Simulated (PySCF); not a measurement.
Sn(Me)(OH)3 (CH₆O₃Sn), SMILES [CH3][Sn]([OH])([OH])[OH]. Coordinates come from a PBE-D3(BJ)/def2-SVP optimisation. The structure was generated by enumeration; whether it is a known compound was not checked. The def2 effective core potentials stand for the cores of Sn; spin–orbit coupling is left out. Other conformers were not sampled.

Computed equilibrium geometry at PBE-D3(BJ)/def2-SVP (PySCF confirms it by a frequency run) as bond lengths and angles, and its point group (one conformer of several):
point group C3.
Atoms: C1 Sn2 O3 O4 O5 H6 H7 H8 H9 H10 H11. Bonded distances (Å): C1–Sn2 2.143, C1–H6 1.105, C1–H7 1.105, C1–H8 1.105, Sn2–O3 2.011, Sn2–O4 2.011, Sn2–O5 2.011, O3–H9 0.978, O4–H10 0.978, O5–H11 0.978. Bond angles (°): Sn2–C1–H6 108.5, Sn2–C1–H7 108.5, Sn2–C1–H8 108.5, H6–C1–H7 110.4, H6–C1–H8 110.4, H7–C1–H8 110.4, C1–Sn2–O3 112.4, C1–Sn2–O4 112.4, C1–Sn2–O5 112.4, O3–Sn2–O4 106.4, O3–Sn2–O5 106.4, O4–Sn2–O5 106.4, Sn2–O3–H9 107.4, Sn2–O4–H10 107.4, Sn2–O5–H11 107.4.
Charge 0, spin multiplicity 1.
